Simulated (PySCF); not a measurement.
Spectra and structures to be paired. Computed with TDDFT wB97X-D/def2-SVPD, vertical, gas phase, core orbitals frozen in the response in PySCF 2.14.0, density-fitted response routines. Geometries: GFN2-xTB; one conformer of each isolated species. Triplets are in the Tamm–Dancoff approximation.

A. `Fc1ccccc1C#P`
B. `FC1C[C@H]2[C@@H](C=1C)C2`
C. `O=Cc1cccs1`

Lowest singlet levels (six at most, fewer where fewer were computed) with oscillator strengths:

1. 317 nm (f 0.000); 303 nm (f 0.184); 294 nm (f 0.000); 253 nm (f 0.017); 212 nm (f 0.500); 203 nm (f 0.176); T1 2.72 eV
2. 320 nm (f 0.000); 251 nm (f 0.269); 238 nm (f 0.073); 194 nm (f 0.002); 190 nm (f 0.000); 180 nm (f 0.029); T1 3.19 eV
3. 190 nm (f 0.005); 188 nm (f 0.168); 173 nm (f 0.009); 168 nm (f 0.007); 164 nm (f 0.011); 157 nm (f 0.033); T1 4.31 eV

Question: Which spectrum belongs to which structure?

Answer: 1 = A, 2 = C, 3 = B.
- A: S1 at 3.91 eV, HOMO→LUMO+1 (51%), HOMO-2→LUMO (40%); Löwdin shares by element: HOMO carbon 47% or more, phosphorus 29% (atoms not listed hold the other 25%); LUMO carbon 40% or more, phosphorus 32% (atoms not listed hold the other 28%); HOMO -8.54 and LUMO -0.50 eV; point group Cs, 2 of its 6 listed states under f = 0.0005.
- B: S1 at 6.54 eV, HOMO→LUMO (79%); Löwdin shares by element: HOMO carbon 61% or more, fluorine 10% (atoms not listed hold the other 29%); LUMO carbon 45% or more (atoms not listed hold the other 55%); HOMO -8.20 and LUMO 2.38 eV.
- C: S1 at 3.88 eV, HOMO-1→LUMO (89%); Löwdin shares by element: HOMO carbon 75% or more (atoms not listed hold the other 25%); LUMO carbon 33% or more, oxygen 17%, sulfur 14% (atoms not listed hold the other 36%); HOMO -9.26 and LUMO -0.44 eV; point group Cs, 2 of its 6 listed states under f = 0.0005.
A and C have S1 within 0.04 eV of each other; their strongest listed levels stand at 5.86 eV (f 0.500) and 4.94 eV (f 0.269).
